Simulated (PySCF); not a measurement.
# Electron correlation in Bi⁺ (bismuth, charge +1)

[Xe] 4f14 5d10 6s1 6p2 7s1, high-spin 5P determinant (an excited configuration). Computed with PySCF 2.14 in aug-cc-pVTZ-PP with ECP60MDF (6s5p4d2f, 55 functions), with a scalar-relativistic core potential. Frozen: 5s2 5p6 5d10; 4 electrons correlated.

```
  level  correlation energy (mhartree)
   CCSD                         -18.65
    (T)                          -0.25
CCSD(T)                         -18.90
```

Diagnostics: T1 = 0.0086, D1 = 0.0231, largest double amplitude 0.034.

Spin-orbit coupling is strong in this species (close to jj coupling), so the high-spin LS determinant is a model state, not a physical level. The outer electron is Rydberg-like, and this basis confines it to a smaller radius and binds it less than a complete one would.

Cost of the coupled-cluster step: of the order of 1.1 core-seconds, for 4 correlated electrons.

Spin-orbit coupling is strong in this species, so the high-spin LS determinant is a model state.
